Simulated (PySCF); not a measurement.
These compounds are isomers of formula C₄H₁₂Si₃.

A. `[C@H](C#C)(C)[SiH]([SiH3])[SiH3]`
B. `C(=C(\[SiH2]C=C)[SiH3])/[SiH3]`
C. SMILES [SiH3]/C=C/[SiH2][SiH]1CC1

Spectrum 1. $^{1}$H NMR (300 MHz, computed): δ 4.11 (m, 1H), 3.58 (d, 3H), 3.55 (d, 3H), 2.19 (m, 1H), 1.59 (d, 1H), 1.42 (d, 3H). $^{13}$C{$^{1}$H} NMR (computed): δ 92.0 (C), 76.3 (CH), 23.2 (CH3), 11.7 (CH).

Spectrum 2. $^{1}$H NMR (300 MHz, computed): δ 7.09 (m, 1H), 7.03 (m, 1H), 4.28 (m, 2H), 4.18 (d, 3H), 2.02 (m, 1H), 0.71 (m, 2H), 0.43 (m, 2H). $^{13}$C{$^{1}$H} NMR (computed): δ 155.1 (CH), 154.3 (CH), -2.2 (CH2).

Spectrum 3. $^{1}$H NMR (300 MHz, computed): δ 8.18 (q, 1H), 6.53 (m, 1H), 6.43 (m, 1H), 5.96 (m, 1H), 4.76 (d, 2H), 4.32 (s, 3H), 4.24 (d, 3H). $^{13}$C{$^{1}$H} NMR (computed): δ 172.9 (CH), 164.3 (C), 143.6 (CH2), 140.5 (CH).

[PySCF 2.14: GFN2-xTB structure; σ from GIAO-PBE0/pcSseg-1; a single conformation; fast rotation and ring inversion assumed for equivalent nuclei; isolated molecule; non-relativistic Hamiltonian]

Scale: $^{1}$H (31.72 ppm) and $^{13}$C (186.93 ppm) vs TMS (reference shieldings calculated alike). Where no couplings were computed, multiplicities follow the n + 1 count of equivalent neighbours, and m marks all less simple cases (inequivalent or close neighbours, rings, F or P nearby). Shifts are as computed. Against solution values, carbons near 30 ppm lie about +3 ppm off and those near 130 ppm about +5 ppm. Of 1211 compounds with measured shifts, 218 miss one by over three times the rms of a fit or turn the order of signals round; such compounds aren't used in these exercises.

Q: Which spectrum belongs to which compound?

A: 1–A, 2–C, 3–B.

- Spectrum 1 (A): 4 $^{13}$C signals; δC 92.0 is an alkyne carbon; δC 76.3 is a terminal alkyne carbon.
- Spectrum 2 (C): 3 $^{13}$C signals; δC 155.1 is an alkene CH; δC 154.3 is an alkene CH.
- Spectrum 3 (B): 4 $^{13}$C signals; δC 164.3 is a fully substituted alkene carbon; δC 143.6 is a terminal =CH2 carbon.
